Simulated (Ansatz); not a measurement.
One change: `O[Si](O)(F)S` becomes `C=C[Si](O)(O)S`.

Ansatz, PBE0-D4/def2-TZVP geometries, multiplicity 1. Each molecule was computed in one conformer, which needn't be the lowest.

```tsv
property	`O[Si](O)(F)S`
HOMO–LUMO gap (PBE/def2-TZVPP) / eV	5.91
LUMO energy (PBE0/def2-TZVPP) / eV	0.25
HOMO energy (B3LYP/def2-TZVPP) / eV	-7.59
size of the dipole moment (ωB97M-V/def2-TZVPP) / D	1.19
HOMO energy (ωB97M-V/def2-TZVPP) / eV	-10.09
HOMO–LUMO gap (B3LYP/def2-TZVPP) / eV	7.48
```

(1) What does the change do to each property? (An estimate is asked.)

## Answers

(1) Ansatz gave: 
```json
{"property": "HOMO–LUMO gap (PBE/def2-TZVPP) / eV", "`C=C[Si](O)(O)S`": "4.53", "shift": "-1.38"}
{"property": "LUMO energy (PBE0/def2-TZVPP) / eV", "`C=C[Si](O)(O)S`": "-0.63", "shift": "-0.88"}
{"property": "HOMO energy (B3LYP/def2-TZVPP) / eV", "`C=C[Si](O)(O)S`": "-7.11", "shift": "0.48"}
{"property": "size of the dipole moment (ωB97M-V/def2-TZVPP) / D", "`C=C[Si](O)(O)S`": "1.66", "shift": "0.47"}
{"property": "HOMO energy (ωB97M-V/def2-TZVPP) / eV", "`C=C[Si](O)(O)S`": "-9.56", "shift": "0.53"}
{"property": "HOMO–LUMO gap (B3LYP/def2-TZVPP) / eV", "`C=C[Si](O)(O)S`": "6.27", "shift": "-1.21"}
```

With PBE0 the HOMO rises by 0.50 eV and the LUMO falls by 0.88 eV, so the gap narrows by about 1.38 eV. PBE moves the HOMO by 0.43 eV and ωB97M-V by 0.53 eV. Dipoles are sizes alone; their direction can turn.

Positive LUMOs are unbound, so they and the gaps depend on the basis.

B3LYP here is the variant with VWN-RPA as its local correlation; programs differ in this.
